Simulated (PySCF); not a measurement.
Mg(OSiH3)2 (H₆MgO₂Si₂), SMILES [SiH3][O][Mg][O][SiH3].

Geometry: PBE0-D3(BJ)/def2-SVP. The structure was generated by enumeration; whether it is a known compound was not checked. One conformer was computed; it need not be the lowest.

Computed with HF/def2-TZVP (PySCF).

Symmetry labels are those of the subgroup C2 that the program uses (full group D3).

### Question
List the valence orbital energies around the gap with their symmetry. (Estimate from the structure and the level; the computed values follow.)

### Answer

| orbital | symmetry | energy (eV) |
|---|---|---|
| HOMO−7 | A | -14.18 |
| HOMO−6 | B | -14.18 |
| HOMO−5 | A | -14.14 |
| HOMO−4 | B | -14.14 |
| HOMO−3 | B | -11.75 |
| HOMO−2 | A | -11.75 |
| HOMO−1 | A | -11.71 |
| HOMO | B | -11.71 |
| LUMO | A | 0.64 |
| LUMO+1 | A | 2.38 |
| LUMO+2 | B | 2.38 |
| LUMO+3 | B | 3.63 |
